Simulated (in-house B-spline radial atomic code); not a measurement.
# Solving the quasi-particle equation for 3s of K VIII (K7+)

Configuration [Ne] 3s2, start Hartree-Fock; correlation leaves out the 3 deepest shells. Computed with a B-spline radial code for spherical atoms: all electrons, scalar-relativistic (spin-free one-electron X2C), finite nucleus, each spin shell either full or empty, empty states to l = 9 with an (l + 1/2)⁻⁴ tail; G0W0 by contour deformation at full frequency.

At the mean-field level ε = -152.894 eV the matrix elements are Σx = -28.006 eV, v_xc = -28.006 eV and Σc(ε) = -1.898 eV, and the slope of the correlation self-energy is dΣc/dω = -0.0230. The quasi-particle energy solves E = ε + Σx − v_xc + Σc(E).

Question: What does the linearised equation give?

Answer: Z = 1/(1 − dΣc/dω) = 1/1.0230 = 0.9775. The first-order shift is Σx − v_xc + Σc(ε) = -28.006 − (-28.006) + (-1.898) = -1.898 eV, so E ≈ ε + Z × shift = -152.894 + 0.9775 × (-1.898) = -154.749 eV.

Question: How does that compare with the full solution and with static screening?

Answer: Solving the equation at full frequency dependence gives E = -154.750 eV, where Σc = -1.856 eV and the weight is 0.978; the linearised value is off by 1 meV. Leaving Z out would give -154.792 eV. Static COHSEX puts -3.938 eV in place of Σc and gives -156.832 eV, 2.08 eV deeper.
